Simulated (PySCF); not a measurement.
AlI2, SMILES [Al]([I])[I], multiplicity 2.

Geometry optimised at B3LYP-D3(BJ)/def2-SVP. The multiplicity is an assumed one; other spin states were not compared. The isomer is the one that the SMILES or the coordinates give; other isomers of the formula were not compared. The def2 effective core potentials stand for the cores of I; spin–orbit coupling is left out.

Method: TDA-ωB97X/def2-SVPD in PySCF.

Vertical excitations. Isolated molecule, no solvent.

```
state    energy (eV)  λ (nm)      f                                main pairs
-------  -----------  ------  -----  ----------------------------------------
root 1          2.66     466  0.020                          α HOMO→LUMO 96 %
root 2          2.91     425  0.001                          β HOMO→LUMO 96 %
root 3          3.06     405  0.000                        β HOMO−1→LUMO 96 %
root 4          3.47     357  0.008                        β HOMO−3→LUMO 94 %
root 5          3.59     346  0.011                        β HOMO−2→LUMO 91 %
root 6          4.18     297  0.044                        β HOMO−4→LUMO 88 %
root 7          4.52     274  0.062                        α HOMO→LUMO+1 80 %
root 8          4.84     256  0.000     α HOMO−1→LUMO 87 %, β HOMO→LUMO+1 9 %
root 9          4.92     252  0.001  α HOMO−2→LUMO 57 %, β HOMO−1→LUMO+1 36 %
root 10         4.99     248  0.000     α HOMO−1→LUMO 9 %, β HOMO→LUMO+1 87 %
```
Unrestricted roots are not spin-pure.
